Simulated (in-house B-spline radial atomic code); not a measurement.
Results of a calculation; reference values are marked as such.
# Making a Troullier-Martins d channel for Mn, r_c = 2.26 bohr

Mn, [Ar] 3d5 4s2, non-relativistic LDA (VWN5), spherical and spin-unpolarised, from an all-electron radial atomic-structure program (B-spline basis) (atomic units). The all-electron 3d level is ε = -0.266541 hartree and its outer maximum at 0.75 bohr.

Inside r_c the pseudo-orbital is u(r) = r^3 exp(p(r)), with p = c0 + c2 r² + c4 r⁴ + … + c12 r¹². The seven coefficients follow from p and its first four derivatives at r_c, from zero curvature of the screened potential at the origin, c4 = −c2²/(2l + 5), and from the norm inside r_c. At r_c the all-electron orbital has P = 0.3539296, P' = -0.2641166, the screened potential V = -0.5774981, V' = 0.5468453, V'' = -0.8255694, and the norm inside is Q = 0.9159193.

Problem. What are p, p' and p'' at r_c?

Solution. p = ln(P/r_c^3) = ln(0.3539296/11.5432) = -3.48475. p' = P'/P − 3/r_c = -0.74624 − 1.32743 = -2.07367. The radial equation gives p'' = 2(V − ε) − 2(3) p'/r_c − p'² = -0.62191 − (-5.50533) − 4.30012 = 0.58329. Differentiating, p''' = 2V' + 2(3)p'/r_c² − 2(3)p''/r_c − 2p'p'' = -0.47175, and p'''' = 2V'' − 4(3)p'/r_c³ + 4(3)p''/r_c² − 2(3)p'''/r_c − 2p''² − 2p'p''' = 0.49048.

For a trial c2 the five matching conditions are linear in c0, c6, c8, c10 and c12, and c2 is varied until the norm inside r_c equals Q. The root nearest zero gives:

```json
{"n": "0", "c_n": "1.567413"}
{"n": "2", "c_n": "-1.487609"}
{"n": "4", "c_n": "-0.2458868"}
{"n": "6", "c_n": "0.2135476"}
{"n": "8", "c_n": "-0.04996124"}
{"n": "10", "c_n": "0.005270433"}
{"n": "12", "c_n": "-0.0002147155"}
```

Problem. Check c4 and p(r_c), and find the screened pseudopotential at the origin.

Solution. −c2²/9 = -0.245887, as listed. The terms c_n r_c^n are 1.56741, -7.59811, -6.41459, 28.45413, -34.00171, 18.32022, -3.81210, which sum to -3.48475. Inverting the radial equation, V_l(r) = ε + 3 p'/r + (p'' + p'²)/2, so V_l(0) = ε + (2l + 3) c2 = -0.266541 + 7 × (-1.48761) = -10.6798 hartree, finite where the all-electron potential diverges.

Orbitals and screened potentials:

| r (bohr) | P | u | V all-electron | V pseudo |
| --- | --- | --- | --- | --- |
| 0.226 | 0.303 | 0.05126 | -58.28 | -10.65 |
| 0.565 | 0.8327 | 0.5279 | -12.51 | -9.85 |
| 0.904 | 0.868 | 0.981 | -4.668 | -6.865 |
| 1.243 | 0.7332 | 0.8878 | -2.248 | -2.863 |
| 1.582 | 0.5833 | 0.6265 | -1.284 | -0.6462 |
| 1.921 | 0.4555 | 0.4578 | -0.8243 | -0.4894 |
| 2.26 | 0.3539 | 0.3539 | -0.5775 | -0.5775 |

Logarithmic derivatives P'/P at R = 2.56 bohr, for energies E around ε:

```tsv
E − ε (hartree)	all-electron	pseudo
-0.5	1.16717	1.20812
-0.25	0.812712	0.851986
-0.1	0.340304	0.364438
0	-0.746007	-0.746006
0.1	7.88507	10.6702
0.25	1.7002	1.94784
0.5	0.967084	1.17962
```
